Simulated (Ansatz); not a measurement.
`C[CH]([SiH3])[AlH][F]`, charge 0, multiplicity 1.

Give a relaxed structure at PBE0-D4/def2-TZVP (Ansatz 0.2.0). (Best estimate.)

The calculation gave: 
Z-matrix (Å, degrees):
```
C
C 1 1.538
H 1 1.093 2 112.2
H 1 1.093 2 111.3 3 119.6
H 1 1.095 2 111.8 3 -120.5
Si 2 1.873 1 111.3 3 175.5
Al 2 1.945 1 114.6 3 -58.6
H 2 1.101 1 110.7 3 59.7
H 6 1.490 2 111.4 1 -56.9
H 6 1.491 2 110.2 1 62.9
H 6 1.491 2 110.7 1 -177.9
F 7 1.653 2 117.7 1 -18.2
H 7 1.578 2 125.4 1 161.6
```
This is one stationary point; other conformers may exist.
